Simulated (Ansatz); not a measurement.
`[BH2][AlH][SbH2]` + NH₃ → `[NH2][SbH2]` + `[BH2][AlH2]` at 500 K and 1 bar (cleavage of the Sb–Al bond).

Isolated molecules relaxed with PBE0-D4/def2-TZVP in Ansatz; ΔE leaves out vibrations. CCSD(T)/CBS is the MP2 limit (def2-TZVPP, def2-QZVPP) plus CCSD(T) − MP2 in def2-TZVPP, frozen cores. This one scheme is used for every species. def2 core potentials past Kr. For Sb outer-core shells are correlated without core-valence functions, which leaves a few kJ/mol of doubt a bond.

| species | CCSD(T)/CBS energy (Eh) | H − E (kJ/mol) | S (J/(mol·K)) |
| --- | --- | --- | --- |
| `[BH2][AlH][SbH2]` | -509.77411 | 147.9 | 412.3 |
| NH₃ | -56.50880 | 108.2 | 211.8 |
| `[NH2][SbH2]` | -297.10356 | 130.2 | 315.2 |
| `[BH2][AlH2]` | -269.14094 | 113.4 | 300.6 |

H − E and S are ideal-gas, rigid-rotor, harmonic terms from PBE0-D4/def2-TZVP, for one conformer and one mirror image of each species. 1 Eh = 2625.50 kJ/mol, R = 8.31446 J/(mol·K).

Q: By hand: ΔE, ΔH, ΔS and ΔG.

A: ΔE = (-297.10356) + (-269.14094) − (-509.77411) − (-56.50880) = 0.03841 Eh = 100.8 kJ/mol. Δ(H − E) = 130.2 + 113.4 − 147.9 − 108.2 = -12.5, so ΔH = 88.3 kJ/mol. ΔS = 315.2 + 300.6 − 412.3 − 211.8 = -8.3 J/(mol·K). ΔG = 88.3 − 500 × (-8.3)/1000 = 92.5 kJ/mol.

Q: By hand: the equilibrium constant, and the temperature at which ΔG would vanish if ΔH and ΔS stayed fixed.

A: log₁₀ K = −ΔG/(RT ln 10) = -9.7. ΔH and −TΔS have one sign here, so there is no such temperature.

The number of gas molecules stays the same, so ΔS is small and ΔH decides. A doubt of 5 kJ/mol in ΔE shifts log₁₀ K by 0.5 here. Other conformers and mirror images would add mixing entropy, several J/(mol·K) or more a flexible species. These are equilibria of isolated gas molecules and say nothing of rates. Largest T1 diagnostic: 0.014 (customary marks: 0.02 for closed shells, 0.045 for open ones).

ΔS is within the doubt of such terms, so its sign, and with it that verdict, could turn.
